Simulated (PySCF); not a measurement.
All values below come from TPSSh-D3(BJ)/def2-TZVP // B3LYP-D3(BJ)/def2-TZVP run with PySCF. Isolated molecules, 0 K electronic values unless said otherwise. Excitations are Tamm–Dancoff values on a coarser integration grid. The basis has no diffuse functions, so Rydberg states are missing or too high.

Reference species (SMILES): `C1=CS[CH+]C1` (not the most basic site) (charge +1, multiplicity 1).

```yaml
S1–T1 gap (TDA): 1.73 eV
HOMO–LUMO gap: 3.89 eV
HOMO: -12.69 eV
```

Changed species: `c1cc[sH+]c1` (not the most basic site) (proton added at S4; the reference has proton added at C1).

Task: What does the change do to the S1–T1 gap (TDA), HOMO–LUMO gap and HOMO?

Result: the S1–T1 gap (TDA) rises by 0.03 eV, to 1.76 eV; the HOMO–LUMO gap increases by 0.72 eV, to 4.61 eV; the HOMO rises by 0.35 eV, to -12.34 eV.
